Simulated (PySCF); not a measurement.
## Vibration and rotation of PtF

TPSSh constants of PtF, ²Σ⁺ (doublet), unpaired electrons σ ↑ (Pt def2-TZVPP with ECP60, F def2-TZVPP; scalar-relativistic core potentials (PySCF 2.14); masses 194.9648 and 18.9984 u):

| Quantity | Value |
| --- | --- |
| ωe | 610.1 cm⁻¹ |
| ωexe | 3.38 cm⁻¹ |
| Be | 0.27256 cm⁻¹ |
| αe | 0.00195 cm⁻¹ |
| D (centrifugal) | 2.18e-07 cm⁻¹ |
| De to Pt (5d9 6s1) + F | 3.59 eV |

**Question.** Give the vibrational terms G(v) and spacings up to v = 6.

**Answer.** G(v) = ωe(v+½) − ωexe(v+½)².

| v | G(v) (cm⁻¹) | G(v) − G(v−1) | Bv (cm⁻¹) |
| --- | --- | --- | --- |
| 0 | 304 |  | 0.2716 |
| 1 | 908 | 603 | 0.2696 |
| 2 | 1504 | 597 | 0.2677 |
| 3 | 2094 | 590 | 0.2657 |
| 4 | 2677 | 583 | 0.2638 |
| 5 | 3253 | 576 | 0.2618 |
| 6 | 3823 | 570 | 0.2599 |

**Question.** How well does the Morse estimate ωe²/(4ωexe) reproduce De, and what is D0?

**Answer.** It gives 3.41 eV, 95 % of the computed De. D0 = De − G(0) = 3.59 − 0.04 = 3.55 eV.

The metal atom is held in its measured ground configuration; semilocal functionals can put another filling of s and d lower by some tenths of an eV, and De to that atom would be smaller. Spin–orbit coupling is left out, which matters for elements this heavy, above all for dissociation energies. The state is the lowest single determinant that the PBE0 search found; with open d or f shells the true ground state can be another one.
